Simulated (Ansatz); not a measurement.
**Which is lower?**

The two ends of one reaction step of Si$_{2}$NH$_{9}$O, singlet (PBE0-D4/def2-TZVP).

A:

Si1  (-0.318, -1.063, 0.504)
O2  (-1.461, -0.359, 1.462)
H3  (-1.029, -1.218, -0.784)
H4  (0.882, -0.190, 0.393)
N5  (0.294, -2.562, 1.037)
H6  (-0.821, 2.042, -0.693)
Si7  (0.384, 2.317, -1.515)
H8  (-1.215, -0.158, 2.366)
H9  (-0.256, -3.401, 1.096)
H10  (1.177, -2.645, 1.509)
H11  (1.537, 2.610, -0.627)
H12  (0.695, 1.135, -2.357)
H13  (0.131, 3.491, -2.389)
(Å)

B:

```
13
angstrom
Si 0.4237 -0.9787 -0.7268
O -1.4131 0.9984 1.4597
H -0.7395 -1.5205 -1.4815
H 1.6452 -1.6422 -1.2765
N 0.1228 -1.3718 0.9520
H -2.3284 0.9906 1.1731
Si 0.6182 1.3442 -0.9980
H -1.1073 0.0754 1.3997
H -0.1438 -2.3264 1.1502
H 0.8334 -1.0865 1.6130
H 1.2773 1.9549 0.1851
H 1.4981 1.5683 -2.1825
H -0.6869 1.9943 -1.2676
```

Program: Ansatz 0.2.0. Basis: def2-TZVPP. Cores are frozen in the correlated methods. B3LYP uses VWN-RPA correlation.

Task: Which structure is lower at CCSD(T), and by how much? (Judge from chemistry; the value comes from the calculation.)

Result: By the calculation: A, by 0.976 eV (electronic energy, against the other). By their contacts, A is a complex of SiNH₅O ([NH2][SiH2][OH]) + SiH₄ and B is a complex of Si₂NH₇ ([NH2][SiH2][SiH3]) + H₂O.

All methods give the same order:

| method | E(B) − E(A) (eV) |
| --- | --- |
| SPW92 | 0.664 |
| PBE-D4 | 0.701 |
| BLYP-D4 | 0.889 |
| r2SCAN-D4 | 0.906 |
| B97M-V | 0.937 |
| PBE0-D4 | 0.786 |
| B3LYP-D4 | 0.949 |
| r2SCAN0-D4 | 0.941 |
| BHLYP-D4 | 1.053 |
| CAM-B3LYP-D4 | 1.029 |
| wB97X-V | 0.955 |
| wB97M-V | 1.005 |
| B2PLYP | 1.040 |
| PBE-QIDH | 0.932 |
| RPA on PBE | 0.999 |
| HF | 1.332 |
| MP2 | 1.036 |
| CCSD | 1.026 |
| CCSD(T) | 0.976 |

The T1 diagnostic stays at or below 0.012.

Labels in which every atom is bracketed show which atoms are joined, not bond orders.

For scale, one of the runs: CCSD(T)/def2-TZVPP, 272 basis functions, launched by `ansatz run in.yaml --threads 8 --pin off --events-out ev --progress --plain --max-ram 19148MiB`. Time: 65 s of wall clock on 8 CPU threads of an Intel Xeon Platinum 8259CL; the host was shared. Peak host memory: 6.9 GiB.
